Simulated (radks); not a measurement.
Results of a calculation; reference values are marked as such.
Excited configurations of the antimony ion Sb10+: one electron is placed in a higher orbital outside [Kr] 4d4. The ground configuration is [Kr] 4d5. Code: a radial shooting solver on a logarithmic mesh with Libxc functionals. Model: non-relativistic Kohn-Sham, r2SCAN, spin-polarised, spherical densities, point nucleus; open shells are filled with parallel spins first (spin-orbit coupling, left out, can overturn this in heavy ions); meta-GGA in the generalised Kohn-Sham scheme; relativity is left out, which matters for an element this heavy. Excitation = E - E(ground); binding = E(ion) - E, where the ion is the core of charge +11; n* = 11/sqrt(2 binding) in atomic units, and the quantum defect is n - n*.

| outer orbital | excitation (eV) | binding (eV) | n* | <r> (bohr) |
|---|---|---|---|---|
| 4f | 80.162 | 138.04 | 3.453 | 1.031 |
| 5s | 71.139 | 147.07 | 3.346 | 1.570 |
| 5p | 86.118 | 132.09 | 3.530 | 1.664 |
| 5d | 110.65 | 107.56 | 3.912 | 1.876 |
| 5f | 137.08 | 81.126 | 4.505 | 2.227 |
| 6s | 131.55 | 86.653 | 4.359 | 2.638 |
| 6p | 138.68 | 79.525 | 4.550 | 2.784 |
| 6d | 150.66 | 67.541 | 4.937 | 3.102 |
| 7s | 160.97 | 57.235 | 5.363 | 3.970 |
| 7p | 164.87 | 53.338 | 5.556 | 4.170 |
| 7f | 179.22 | 38.986 | 6.498 | 5.232 |

The Delta-SCF ionisation energy is 218.21 eV (NIST Atomic Spectra Database: 214 eV, theoretical). Self-interaction in the functional shifts the binding energies and quantum defects, so they are the method's values and not measured ones. Relativity is left out here, which matters for elements this heavy. Open shells are spherical and high-spin; term and fine-structure splittings are not resolved.
